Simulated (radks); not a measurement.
Spherical quantum dot in the effective-mass picture: electrons in a parabolic well V = omega^2 r^2 / 2 with omega = 0.616, with a point charge +2 (a donor) at the centre, all in effective atomic units (hartree* = m*/eps^2 hartree, bohr* = eps/m* bohr), one dielectric constant everywhere. Method: non-relativistic Kohn-Sham, LDA (Slater exchange, Perdew-Wang correlation), spin-polarised, spherical densities; computed with a radial shooting solver with Libxc functionals. Levels are named by radial order and angular momentum (1s, 1p, 1d, 2s, ...), and open shells are averaged over m. Results are scaled to m* = 0.291 and eps = 9.9, for which hartree* = 80.79 meV and bohr* = 1.8 nm.

N = 16, configuration 1s2 1p6 1d(up 5, down 1) 2s2. This is the lowest configuration that the search found. Occupied and some empty levels:

level    occupation  eigenvalue (meV)  <r> (nm)
1s up             1            427.88     1.857
1s down           1            428.74     1.813
1p up             3            490.00     4.515
2s up             1            493.26     4.609
1p down           3            493.91     4.488
2s down           1            496.96     4.633
1d up             5            519.14     5.295
1d down           1            523.33     5.306
1f up             0            549.79     5.838
2p up             0            553.72     5.012
1f down           0            553.84     5.865
2p down           0            556.36     5.032
1g up             0            582.69     6.289
1g down           0            586.44     6.323

Energy (meV): total 4353.51, kinetic 886.61, external 237.21, Hartree 3712.9, exchange-correlation -483.17.

Electron density:

r (nm)  n(r) (e/nm^3)
0.193          0.4814
0.677          0.1728
1.16          0.06814
1.65          0.03169
2.13          0.01962
2.62          0.01649
3.10          0.01629
3.58          0.01647
4.07          0.01596
4.55          0.01444
5.04          0.01204
5.52         0.009193
6.01         0.006381
6.49         0.004007
6.98         0.002263
7.46         0.001151
7.95        0.0005262
8.43        0.0002159
8.92       0.00007958
9.40       0.00002628
